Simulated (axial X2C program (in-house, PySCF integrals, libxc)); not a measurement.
Nuclear properties of NZrN

Computed with an in-house all-electron X2C program for linear molecules (integrals from PySCF): two-component X2C with atomic mean-field Coulomb and Gaunt terms, Gaussian nuclei, basis N dyall-av3z, Zr dyall-v3z with contracted cores.

N–Zr–N held linear, with bonds 1.741 and 1.741 Å (near the PBE0 minimum at charge 0 of the determinant lowest at the starting distance; the state shown can have its own minimum elsewhere, held linear; other orders of the atoms were not compared).

Determinant lowest in the PBE0 search, Ω = 0 (closed shell), highest spinor 79% N p, 11% Zr p, 10% Zr f:

```
 level  qzz N (a.u.)  qzz Zr (a.u.)
  PBE0          1.50           0.20
    HF          1.94           1.22
r2SCAN          1.43          -0.14
```

Determinant 2.04 eV from it at PBE0 and this distance, Ω = 2 (⟨Sz⟩ = 1.00, ⟨Lz⟩ = 1.00 at PBE0), spin on the atoms N 0.29, Zr 0.43, N 0.29:

```
 level  A∥/gI N (MHz)  qzz N (a.u.)  A∥/gI Zr (MHz)  qzz Zr (a.u.)
  PBE0             61          1.11            1180           0.12
r2SCAN            105         -0.29             352          -7.15
```

A∥ (defined per Ω) follows by multiplying with gI = μI/(I μN); qzz is the electric field gradient, eQq0 = 234.96 MHz × Q/barn × qzz. The operators were transformed with the bare-nucleus X2C matrices; with these basis sets, hyperfine constants and field gradients can be off by tens of per cent, and where levels differ in sign neither size nor sign is settled.

With Q(14N) = 0.02044 barn (Q from Pyykkö, Mol. Phys. 2018), turn the PBE0 values of the first state into constants in MHz.

eQq0(14N) = 234.96 × (0.02044) × (1.50) = 7.2 MHz.

The molecule was held linear; bending was not examined, so a bent shape may lie lower.

Each state is one determinant with collinear spin, which with several unpaired electrons need not be a pure state. With several open shells hyperfine constants can be off by a factor of several. Open-shell Ω = 0 determinants with evenly filled partner blocks cannot be reached by this program, so the Ω shown need not be the lowest component. Left out as unconverged or as another state under the same occupation: HF in at least one table. The search compared states at one distance, so a state with another bond length can lie lower. Where a field gradient or hyperfine factor spreads by more than a factor of two over the levels, a constant derived from it is not to be relied on. PBE0 term energies can be off by some tenths of an eV.
